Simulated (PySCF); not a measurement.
# Constants of AuI, step by step

State: ¹Σ⁺, singlet, closed shell. De refers to Au (5d10 6s1) + I. RHF-based CCSD(T) in PySCF 2.14 with Au cc-pVTZ-PP with ECP60, I cc-pVTZ-PP with ECP28 and Au cc-pVQZ-PP with ECP60, I cc-pVQZ-PP with ECP28 (frozen core orbitals: 13; scalar-relativistic core potentials). Correlation energies are extrapolated as n⁻³ (n = 3, 4), Hartree–Fock as (n+1)·exp(−9√n).

```json
{"Level": "CCSD(T)/TZ", "Re (Å)": "2.5132", "ωe (cm⁻¹)": "205.9", "ωexe (cm⁻¹)": "0.455", "αe (cm⁻¹)": "9.67e-05", "De (eV)": "2.372"}
{"Level": "CCSD(T)/QZ", "Re (Å)": "2.4974", "ωe (cm⁻¹)": "209.1", "ωexe (cm⁻¹)": "0.456", "αe (cm⁻¹)": "9.69e-05", "De (eV)": "2.498"}
{"Level": "HF/CBS", "Re (Å)": "2.5736", "ωe (cm⁻¹)": "187.4", "ωexe (cm⁻¹)": "0.355", "αe (cm⁻¹)": "8.87e-05", "De (eV)": "1.446"}
{"Level": "MP2/CBS", "Re (Å)": "2.4506", "ωe (cm⁻¹)": "227.1", "ωexe (cm⁻¹)": "0.433", "αe (cm⁻¹)": "9.28e-05", "De (eV)": "2.681"}
{"Level": "CCSD/CBS", "Re (Å)": "2.4966", "ωe (cm⁻¹)": "209.9", "ωexe (cm⁻¹)": "0.428", "αe (cm⁻¹)": "9.42e-05", "De (eV)": "2.413"}
{"Level": "CCSD(T)/CBS", "Re (Å)": "2.4915", "ωe (cm⁻¹)": "211.0", "ωexe (cm⁻¹)": "0.455", "αe (cm⁻¹)": "9.65e-05", "De (eV)": "2.575"}
```

Task: How much is left between CCSD(T)/QZ and the basis-set limit, and how much do the triples give at the limit?

Result: CCSD(T)/CBS less CCSD(T)/QZ: -5.9 mÅ in Re, +1.9 cm⁻¹ in ωe and +0.077 eV in De. CCSD(T)/CBS less CCSD/CBS: -5.1 mÅ in Re, +1.1 cm⁻¹ in ωe and +0.162 eV in De.

The T1 diagnostic is 0.030, large enough to doubt a single reference. The open-shell atoms are computed with UHF. Spin–orbit coupling, excitations beyond (T) and corrections to the Born–Oppenheimer picture are left out, and spin–orbit coupling matters for open p, d or f shells this heavy.

The whole job (state search and all basis sets along the bond) took about 12 min on 4 threads of Arm Neoverse V1 (shared host), peak memory 8.7 GiB.
